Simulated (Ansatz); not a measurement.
`[OH][Sc]([OH])[O][SiH3]` + HCl → `[OH][Sc]([OH])[Cl]` + `O[SiH3]`  (ligand exchange at the Sc–O bond)

Calculated with Ansatz (gas phase, PBE0-D4/def2-TZVP geometries, no zero-point term in ΔE). CBS: MP2 limit from def2 TZ/QZ plus the TZ coupled-cluster correction, frozen cores. This one scheme is used for every species. DFT in def2-TZVPP. For Sc outer-core shells are correlated without core-valence functions, which leaves a few kJ/mol of doubt a bond. Scalar relativity is left out up to krypton. Each species was taken in one conformer, which may not be the lowest.

(1) Is it downhill or uphill in electronic energy at CCSD(T)/CBS, and by how much? (Best estimate.)

(2) What do these levels give: r2SCAN-D4, ωB97M-V, B2PLYP, BLYP, r2SCANh, LC-ωPBE, RPA@PBE/def2-TZVPP, CCSD(T)/def2-SVP, CCSD(T)/def2-TZVPP, MP2/def2-QZVPP, SCS-MP2/def2-QZVPP, CCSD/CBS(def2)? (Estimate.)

Largest T1 diagnostic among the species: 0.015.

Results:

(1) The calculation gave: Downhill: ΔE = -5.1 kcal/mol.

(2) Ansatz gave: r2SCAN-D4 -7.2, ωB97M-V -6.7, B2PLYP -6.1, BLYP -6.1, r2SCANh -7.6, LC-ωPBE -6.5, RPA@PBE/def2-TZVPP -4.5, CCSD(T)/def2-SVP -1.8, CCSD(T)/def2-TZVPP -5.2, MP2/def2-QZVPP -5.4, SCS-MP2/def2-QZVPP -5.0, CCSD/CBS(def2) -5.2 kcal/mol.

Leaving LDA and LC-ωPBE aside and taking each functional with its dispersion term where it has one, the values, not all of them listed here, spread over 2.4 kcal/mol, from r2SCAN0-D4 to BLYP-D4. LDA lies +0.9 kcal/mol from PBE without D4. The D4 term adds +0.7 kcal/mol with B3LYP and +0.4 kcal/mol with PBE0; it sums over pairs of atoms, weighted by their polarisabilities, and B3LYP, whose exchange is more repulsive, gets the larger term. In def2-TZVPP, CCSD(T) changes the Hartree–Fock value by +3.3 kcal/mol (the triples alone add +0.1 kcal/mol) and MP2 by +3.0 kcal/mol.

B3LYP here is the variant with VWN-RPA as its local correlation; programs differ in this.
